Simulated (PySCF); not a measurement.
# SMILES C[CH2][SnH3], C2H8Sn: coupling constants with relativity

Geometry (Å), atoms numbered from 1 in this order:
```xyz
11

C    -1.4274    0.2651    0.2128
C    -0.3933   -0.3774   -0.7009
Sn    1.6421   -0.1331   -0.0105
H    -2.4511    0.1220   -0.1719
H    -1.2689    1.3507    0.3132
H    -1.4010   -0.1622    1.2279
H    -0.4415    0.0453   -1.7172
H    -0.5693   -1.4602   -0.8035
H     1.8145   -0.8416    1.5451
H     2.7490   -0.8797   -1.0898
H     2.0185    1.5390    0.1080
```

[PySCF 2.14.0: indirect couplings; PBE0/pcJ-1 (dyall-v2z on Sn), no solvent, finite nuclei, PBE0-D3(BJ)/def2-SVP geometry]

Non-relativistic values:
| coupling | atoms | J (Hz) |
| --- | --- | --- |
| 1J(119Sn,13C) | Sn3 – C2 | -322.9 |
| 1J(119Sn,1H) | Sn3 – H9/H10/H11 | -1343.4 |
| 2J(119Sn,13C) | Sn3 – C1 | 22.0 |
| 2J(119Sn,1H) | Sn3 – H7/H8 | 49.1 |
| 3J(119Sn,1H) | Sn3 – H4/H5/H6 | -71.7 |

**Question.** What do two-component X2C with spin–orbit coupling give?

**Answer.** 
| coupling | atoms | with spin–orbit (Hz) |
| --- | --- | --- |
| 1J(119Sn,13C) | Sn3 – C2 | -377.8 |
| 1J(119Sn,1H) | Sn3 – H9/H10/H11 | -1716.4 |
| 2J(119Sn,13C) | Sn3 – C1 | 27.3 |
| 2J(119Sn,1H) | Sn3 – H7/H8 | 52.7 |
| 3J(119Sn,1H) | Sn3 – H4/H5/H6 | -103.1 |

The largest listed coupling, 1J(119Sn,1H), ends at 1.28 times its non-relativistic value. Equivalent partners are averaged, as under fast rotation. In the static structure 3J(119Sn,1H) spreads over -230.7, -39.6, -38.9 Hz.
